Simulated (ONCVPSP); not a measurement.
# Transferability test, ONCV potential for Fe (Z = 26)

```
Element                 : Fe (Z = 26)
Generator               : ONCVPSP 4.0.1
Type                    : optimised norm-conserving Vanderbilt (ONCV)
Functional              : PBE
Relativity              : scalar-relativistic
Frozen core             : [Ne]
Valence charge          : 16
Reference configuration : 3s2 3p6 3d6 4s2
Partial waves           : 3s+4s: rc 1.40 bohr, ncon 4, nbas 8, qcut 10.6 1/bohr, 2 projectors; 3p: rc 0.75 bohr, ncon 4, nbas 7, qcut 11.3 1/bohr, 1 projector; 3d: rc 0.90 bohr, ncon 4, nbas 7, qcut 10.9 1/bohr, 2 projectors, debl 3.2 Ha
Local potential         : polynomial inside 0.70 bohr (lpopt 3, dvloc0 0 Ha)
Core correction         : none
```

Energies are relative to the spin-unpolarised reference configuration 3s2 3p6 3d6 4s2; without spin polarisation the order of configurations can differ from experiment.

**Question.** Give the all-electron excitation energy and the error of the potential for: 3s2 3p6 3d6 4s1; 3s2 3p6 3d6 4s0; 3s2 3p6 3d5 4s0; 3s2 3p6 3d6 4s0 4p2.

**Answer.**

```csv
valence configuration,charge,ΔE all-electron (eV),error AE − PS (meV)
3s2 3p6 3d6 4s1,+1,8.729,-0.2
3s2 3p6 3d6 4s0,+2,24.932,+0.8
3s2 3p6 3d5 4s0,+3,59.155,-2.6
3s2 3p6 3d6 4s0 4p2,0,8.456,+24
```

Levels in the configuration 3s2 3p6 3d6 4s0 4p2:

```csv
level,all-electron (eV),pseudo (eV)
3s,-97.275,-97.237
3p,-63.307,-63.282
3d,-10.639,-10.619
4p,-2.762,-2.763
```
